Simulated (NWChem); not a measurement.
Everything below was run with NWChem. System: CF₂, charge 1, spin multiplicity 2, at the geometry of a parent with another charge or spin, in a state set for the comparison that need not be this species' ground state. Its SCF solution wasn't tested for a lower state. Level: UHF/def2-TZVP.

Part of the output:

```
             Northwest Computational Chemistry Package (NWChem) 7.3.0
             --------------------------------------------------------

                                NWChem Input Module
                                -------------------

 Scaling coordinates for geometry "geometry" by  1.889725989
 (inverse scale =  0.529177249)

 Turning off AUTOSYM since
 SYMMETRY directive was detected!

                             Geometry "geometry" -> ""
                             -------------------------

 Output coordinates in angstroms (scale by  1.889725989 to convert to a.u.)

  No.       Tag          Charge          X              Y              Z
 ---- ---------------- ---------- -------------- -------------- --------------
    1 F                    9.0000     1.14679700     0.00000000    -0.16468000
    2 C                    6.0000     0.00000000     0.00000000     0.49404000
    3 F                    9.0000    -1.14679700     0.00000000    -0.16468000

 Effective nuclear repulsion energy (a.u.)      61.9021608260

            Nuclear Dipole moment (a.u.)
            ----------------------------
        X                 Y               Z
 ---------------- ---------------- ----------------
     0.0000000000     0.0000000000     0.0000000000

      Symmetry information
      --------------------

 Group name             C2v
 Group number             16
 Group order               4
 No. of unique centers     2

      Symmetry unique atoms

     1    2


 Summary of "ao basis" -> "" (spherical)
 ------------------------------------------------------------------------------
       Tag                 Description            Shells   Functions and Types
 ---------------- ------------------------------  ------  ---------------------
 *                         def2-tzvp                  on all atoms

 Summary of "ao basis" -> "ao basis" (spherical)
 ------------------------------------------------------------------------------
       Tag                 Description            Shells   Functions and Types
 ---------------- ------------------------------  ------  ---------------------
 F                         def2-tzvp                11       31   5s3p2d1f
 C                         def2-tzvp                11       31   5s3p2d1f

                                 NWChem SCF Module
                                 -----------------

  ao basis        = "ao basis"
  functions       =    93
  atoms           =     3
  alpha electrons =    12
  beta  electrons =    11
  charge          =   1.00
  wavefunction    = UHF
  use symmetry    = T
  symmetry adapt  = T

 Summary of "ao basis" -> "ao basis" (spherical)
 ------------------------------------------------------------------------------
       Tag                 Description            Shells   Functions and Types
 ---------------- ------------------------------  ------  ---------------------
 F                         def2-tzvp                11       31   5s3p2d1f
 C                         def2-tzvp                11       31   5s3p2d1f

      Symmetry analysis of basis
      --------------------------

        a1         35
        a2         13
        b1         28
        b2         17

 Forming initial guess at       0.0s

   Symmetry analysis of molecular orbitals - initial alpha
   -------------------------------------------------------

  Numbering of irreducible representations:

     1 a1          2 a2          3 b1          4 b2

  Orbital symmetries:

     1 b1          2 a1          3 a1          4 a1          5 b1
     6 a1          7 b1          8 a1          9 b2         10 a2
    11 b1         12 a1         13 b2         14 a1         15 b1
    16 a1         17 b2         18 a1         19 b1         20 a1
    21 b1         22 a1

   Symmetry analysis of molecular orbitals - initial beta
   ------------------------------------------------------

  Numbering of irreducible representations:

     1 a1          2 a2          3 b1          4 b2

  Orbital symmetries:

     1 b1          2 a1          3 a1          4 a1          5 b1
     6 a1          7 b1          8 b2          9 a1         10 a2
    11 b1         12 a1         13 b2         14 a1         15 b1
[...]
    75     -0.182166  3 F  py                10     -0.156548  1 F  py
    72     -0.156548  3 F  py

 Vector   14  Occ=0.000000D+00  E=-6.487744D-02  Symmetry=a1
              MO Center= -3.1D-16, -1.4D-15, -1.5D-01, r^2= 3.0D+00
   Bfn.  Coefficient  Atom+Function         Bfn.  Coefficient  Atom+Function
  ----- ------------  ---------------      ----- ------------  ---------------
    36      1.886694  2 C  s                  5     -0.913555  1 F  s
    67     -0.913555  3 F  s                 45     -0.686342  2 C  pz
    42     -0.450686  2 C  pz                12      0.382621  1 F  px
    74     -0.382621  3 F  px                39     -0.238599  2 C  pz

 Vector   15  Occ=0.000000D+00  E=-3.367009D-02  Symmetry=b1
              MO Center=  5.7D-16,  9.0D-16,  7.6D-01, r^2= 3.5D+00
   Bfn.  Coefficient  Atom+Function         Bfn.  Coefficient  Atom+Function
  ----- ------------  ---------------      ----- ------------  ---------------
    43      1.409346  2 C  px                 5     -0.954380  1 F  s
    67      0.954380  3 F  s                 40      0.520703  2 C  px
    14     -0.273298  1 F  pz                76      0.273298  3 F  pz
    37      0.252737  2 C  px                12      0.197679  1 F  px
    74      0.197679  3 F  px

                     UHF Final Beta Molecular Orbital Analysis
                     -----------------------------------------

 Vector    9  Occ=1.000000D+00  E=-1.088067D+00  Symmetry=a1
              MO Center=  5.2D-16,  2.1D-15, -7.7D-02, r^2= 1.6D+00
   Bfn.  Coefficient  Atom+Function         Bfn.  Coefficient  Atom+Function
  ----- ------------  ---------------      ----- ------------  ---------------
     8      0.305080  1 F  pz                70      0.305080  3 F  pz
    11      0.267413  1 F  pz                73      0.267413  3 F  pz

 Vector   10  Occ=1.000000D+00  E=-1.040631D+00  Symmetry=a2
              MO Center=  4.0D-14, -1.3D-15, -1.4D-01, r^2= 1.7D+00
   Bfn.  Coefficient  Atom+Function         Bfn.  Coefficient  Atom+Function
  ----- ------------  ---------------      ----- ------------  ---------------
     7      0.358857  1 F  py                69     -0.358857  3 F  py
    10      0.315996  1 F  py                72     -0.315996  3 F  py

 Vector   11  Occ=1.000000D+00  E=-1.033206D+00  Symmetry=b1
              MO Center= -1.1D-15,  1.4D-15, -1.3D-01, r^2= 1.7D+00
   Bfn.  Coefficient  Atom+Function         Bfn.  Coefficient  Atom+Function
  ----- ------------  ---------------      ----- ------------  ---------------
     8      0.272515  1 F  pz                70     -0.272515  3 F  pz
     6      0.244536  1 F  px                68      0.244536  3 F  px
    11      0.239848  1 F  pz                73     -0.239848  3 F  pz
     9      0.216543  1 F  px                71      0.216543  3 F  px

 Vector   12  Occ=0.000000D+00  E=-3.374596D-01  Symmetry=a1
              MO Center=  8.4D-16,  3.8D-15,  8.0D-01, r^2= 1.4D+00
   Bfn.  Coefficient  Atom+Function         Bfn.  Coefficient  Atom+Function
  ----- ------------  ---------------      ----- ------------  ---------------
    36      0.513112  2 C  s                 35      0.404949  2 C  s
    39      0.266727  2 C  pz                42      0.225193  2 C  pz
    34      0.195773  2 C  s                  8     -0.160601  1 F  pz
    70     -0.160601  3 F  pz

 Vector   13  Occ=0.000000D+00  E=-2.499998D-01  Symmetry=b2
              MO Center= -8.8D-17, -1.1D-15,  4.5D-01, r^2= 1.4D+00
   Bfn.  Coefficient  Atom+Function         Bfn.  Coefficient  Atom+Function
  ----- ------------  ---------------      ----- ------------  ---------------
    41      0.480366  2 C  py                38      0.430393  2 C  py
    44      0.395473  2 C  py                13     -0.192810  1 F  py
    75     -0.192810  3 F  py                 7     -0.175719  1 F  py
    69     -0.175719  3 F  py                10     -0.150671  1 F  py
    72     -0.150671  3 F  py

 Vector   14  Occ=0.000000D+00  E=-4.152338D-02  Symmetry=a1
              MO Center=  4.7D-16, -6.5D-16, -2.4D-01, r^2= 3.1D+00
   Bfn.  Coefficient  Atom+Function         Bfn.  Coefficient  Atom+Function
  ----- ------------  ---------------      ----- ------------  ---------------
    36      1.615229  2 C  s                 45     -1.043748  2 C  pz
     5     -0.972783  1 F  s                 67     -0.972783  3 F  s
    12      0.415958  1 F  px                74     -0.415958  3 F  px
    42     -0.402129  2 C  pz                39     -0.226084  2 C  pz
    35      0.175286  2 C  s

 center of mass
 --------------
 x =   0.00000000 y =   0.00000000 z =  -0.01242888

 moments of inertia (a.u.)
 ------------------
          14.131407861701           0.000000000000           0.000000000000
           0.000000000000         192.581916759520           0.000000000000
           0.000000000000           0.000000000000         178.450508897819

  Mulliken analysis of the total density
  --------------------------------------

    Atom       Charge   Shell Charges
 -----------   ------   -------------------------------------------------------
    1 F    9     8.97   0.77  1.20  0.62  1.04  0.30  2.18  2.21  0.62  0.00  0.02  0.00
    2 C    6     5.07   0.86  1.12  0.60  0.59  0.04  0.86  0.74  0.03  0.05  0.17  0.03
    3 F    9     8.97   0.77  1.20  0.62  1.04  0.30  2.18  2.21  0.62  0.00  0.02  0.00

  Mulliken analysis of the alpha density
  --------------------------------------

    Atom       Charge   Shell Charges
 -----------   ------   -------------------------------------------------------
    1 F    9     4.53   0.39  0.60  0.31  0.52  0.15  1.12  1.12  0.30  0.00  0.01  0.00
    2 C    6     2.94   0.43  0.56  0.37  0.37  0.03  0.57  0.47  0.02  0.02  0.08  0.01
    3 F    9     4.53   0.39  0.60  0.31  0.52  0.15  1.12  1.12  0.30  0.00  0.01  0.00

   Mulliken analysis of the beta density
   -------------------------------------

    Atom       Charge   Shell Charges
 -----------   ------   -------------------------------------------------------
    1 F    9     4.44   0.39  0.60  0.31  0.52  0.15  1.06  1.09  0.32  0.00  0.01  0.00
    2 C    6     2.12   0.43  0.57  0.22  0.22  0.00  0.29  0.27  0.01  0.02  0.08  0.01
    3 F    9     4.44   0.39  0.60  0.31  0.52  0.15  1.06  1.09  0.32  0.00  0.01  0.00

   Mulliken analysis of the spin density
   -------------------------------------

    Atom       Charge   Shell Charges
 -----------   ------   -------------------------------------------------------
    1 F    9     0.09   0.00 -0.00  0.00  0.00 -0.00  0.06  0.04 -0.02  0.00 -0.00  0.00
    2 C    6     0.82   0.01 -0.01  0.15  0.15  0.03  0.27  0.21  0.01  0.00  0.00 -0.00
    3 F    9     0.09   0.00 -0.00  0.00  0.00 -0.00  0.06  0.04 -0.02  0.00 -0.00  0.00

       Multipole analysis of the density wrt the origin
       ------------------------------------------------

     L   x y z        total         alpha         beta         nuclear
     -   - - -        -----         -----         ----         -------
     0   0 0 0      1.000000    -12.000000    -11.000000     24.000000

     1   1 0 0      0.000000      0.000000     -0.000000      0.000000
     1   0 1 0      0.000000      0.000000     -0.000000      0.000000
     1   0 0 1      0.804074     -0.321435      1.125509      0.000000

     2   2 0 0     -8.694204    -47.251606    -45.978906     84.536307
     2   1 1 0     -0.000000     -0.000000     -0.000000      0.000000
     2   1 0 1     -0.000000     -0.000000     -0.000000      0.000000
     2   0 2 0     -8.900451     -4.730907     -4.169544      0.000000
     2   0 1 1      0.000000      0.000000      0.000000      0.000000
     2   0 0 2     -8.562022     -9.444086     -6.090811      6.972875

 Task  times  cpu:        0.9s     wall:        0.9s

 Total times  cpu:        0.9s     wall:        0.9s
```

### Question
Write an NWChem input that would produce this output.

### Answer
This is not unique; one that fits is 
```
start mol
memory heap 200 mb stack 900 mb global 1100 mb
charge 1
geometry units angstroms nocenter noautoz
  F      1.146797     0.000000    -0.164680
  C      0.000000     0.000000     0.494040
  F     -1.146797     0.000000    -0.164680
  symmetry group C2v
end
basis spherical
  * library def2-tzvp
end
scf
  uhf
  nopen 1
  maxiter 100
  thresh 1e-7
  semidirect memsize 60000000 filesize 0
  # guess.movecs holds the orbitals of an unrestricted PBE0 run
  vectors input guess.movecs output mol.movecs
end
task scf energy
```
